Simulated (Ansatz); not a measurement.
`CCO[SiH3]` and `[SiH3]OCCCl` differ in one atom or group.

Ansatz, PBE0-D4/def2-TZVP geometries, multiplicity 1. Each molecule was computed in one conformer, which needn't be the lowest.

| property | `CCO[SiH3]` |
| --- | --- |
| HOMO energy (ωB97M-V/def2-TZVPP) / eV | -10.47 |
| HOMO energy (PBE0/def2-TZVPP) / eV | -8.10 |
| HOMO energy (B3LYP/def2-TZVPP) / eV | -7.88 |
| HOMO–LUMO gap (PBE/def2-TZVPP) / eV | 6.08 |
| LUMO energy (B3LYP/def2-TZVPP) / eV | 0.13 |
| LUMO energy (ωB97M-V/def2-TZVPP) / eV | 2.00 |

Q: What does the change do to each property? (Best estimate.)

A: Computed: 
```
                             property  `[SiH3]OCCCl`  shift
HOMO energy (ωB97M-V/def2-TZVPP) / eV         -10.81  -0.34
   HOMO energy (PBE0/def2-TZVPP) / eV          -8.46  -0.36
  HOMO energy (B3LYP/def2-TZVPP) / eV          -8.22  -0.34
  HOMO–LUMO gap (PBE/def2-TZVPP) / eV           5.98  -0.10
  LUMO energy (B3LYP/def2-TZVPP) / eV          -0.25  -0.38
LUMO energy (ωB97M-V/def2-TZVPP) / eV           1.67  -0.33
```

B3LYP here is the variant with VWN-RPA as its local correlation; programs differ in this.
